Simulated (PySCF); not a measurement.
How methods differ on the ionisation energy of Cu

Cu [Ar] 3d10 4s1 (2S) → Cu⁺ [Ar] 3d10 (1S), as a difference of total energies. All numbers are calculated (PySCF 2.14, the spin-free X2C one-electron Hamiltonian (Gaussian nucleus), in cc-pVTZ-DK). Correlated levels: valence: [Ar] frozen. The calculations carry no spin-orbit coupling.

Task: Order these methods by the ionisation energy they give, lowest first.
A. PBE
B. MP2 (valence)
C. M06-L
D. UHF

Result: D (6.574 eV), B (7.475 eV), C (7.870 eV), A (8.315 eV).

Errors of the correlated levels include the incompleteness of this basis and the frozen core.

For comparison: 7.726 eV (measured; NIST Atomic Spectra Database, ionization energies).
